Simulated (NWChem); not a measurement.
WNH3SO2; SMILES [NH2][W](=[O])(=[O])[SH]

```xyz
8

W      0.0583     0.2102    -0.0020
O      0.7868     0.7014     1.4612
O      1.0018     0.6080    -1.3657
N     -1.6577     1.0956    -0.1385
H     -2.1562     1.4991     0.6508
H     -2.0913     1.3658    -1.0183
S     -0.1435    -2.1451    -0.0344
H     -0.4780    -2.2395     1.2744
```
Atoms are numbered in this order, from 1.

Computed with NWChem. Coordinates come from a PBE0/def2-SVP optimisation. Not confirmed as a minimum by frequencies. def2 effective core potentials on W; no spin-orbit coupling. Level M06-2X/def2-SVP: energy and gradient on several grids; changes count from the extra-fine grid, which is no exact limit either.

```
grid     size of the energy change (μHa)  largest change of a gradient component (μHa/bohr)  time, medium = 1 (rough)
-------  -------------------------------  -------------------------------------------------  ------------------------
xcoarse                             8000                                               5000                   about 1
coarse                               200                                                400                   about 1
medium                                60                                                500                   about 1
fine                                < 10                                                100                   about 1
xfine                               < 10                                               < 30                         2
```
